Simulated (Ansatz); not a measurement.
`[OH][SnH2][F]` + HI → `[F][SnH2][I]` + H₂O at 400 K and 1 bar (ligand exchange at the Sn–O bond).

Calculated with Ansatz (gas phase, PBE0-D4/def2-TZVP geometries, no zero-point term in ΔE). CCSD(T)/CBS adds triple-zeta CCSD(T) − MP2 to the extrapolated MP2 energy (def2 sets, frozen cores). This one scheme is used for every species. def2 core potentials past Kr. For I, Sn outer-core shells are correlated without core-valence functions, which leaves a few kJ/mol of doubt a bond. One conformer a species, not always the lowest.

```json
{"species": "`[OH][SnH2][F]`", "CCSD(T)/CBS energy (Eh)": "-390.83308", "H − E (kJ/mol)": "99.9", "S (J/(mol·K))": "332.9"}
{"species": "HI", "CCSD(T)/CBS energy (Eh)": "-298.03592", "H − E (kJ/mol)": "25.7", "S (J/(mol·K))": "215.0"}
{"species": "`[F][SnH2][I]`", "CCSD(T)/CBS energy (Eh)": "-612.52381", "H − E (kJ/mol)": "66.1", "S (J/(mol·K))": "351.3"}
{"species": "H₂O", "CCSD(T)/CBS energy (Eh)": "-76.37941", "H − E (kJ/mol)": "69.8", "S (J/(mol·K))": "198.6"}
```

H − E and S are ideal-gas, rigid-rotor, harmonic terms from PBE0-D4/def2-TZVP, for one conformer and one mirror image of each species. 1 Eh = 2625.50 kJ/mol, R = 8.31446 J/(mol·K).

By hand: ΔE, ΔH, ΔS and ΔG.

ΔE = (-612.52381) + (-76.37941) − (-390.83308) − (-298.03592) = -0.03422 Eh = -89.8 kJ/mol. Δ(H − E) = 66.1 + 69.8 − 99.9 − 25.7 = 10.3, so ΔH = -79.5 kJ/mol. ΔS = 351.3 + 198.6 − 332.9 − 215.0 = 2.0 J/(mol·K). ΔG = -79.5 − 400 × (2.0)/1000 = -80.3 kJ/mol.

By hand: the equilibrium constant, and the temperature at which ΔG would vanish if ΔH and ΔS stayed fixed.

log₁₀ K = −ΔG/(RT ln 10) = 10.5. ΔH and −TΔS have one sign here, so there is no such temperature.

The number of gas molecules stays the same, so ΔS is small and ΔH decides. A doubt of 5 kJ/mol in ΔE shifts log₁₀ K by 0.7 here. Other conformers and mirror images would add mixing entropy, several J/(mol·K) or more a flexible species. These are equilibria of isolated gas molecules and say nothing of rates. Largest T1 diagnostic: 0.014 (customary marks: 0.02 for closed shells, 0.045 for open ones).

ΔS is within the doubt of such terms, so its sign, and with it that verdict, could turn.
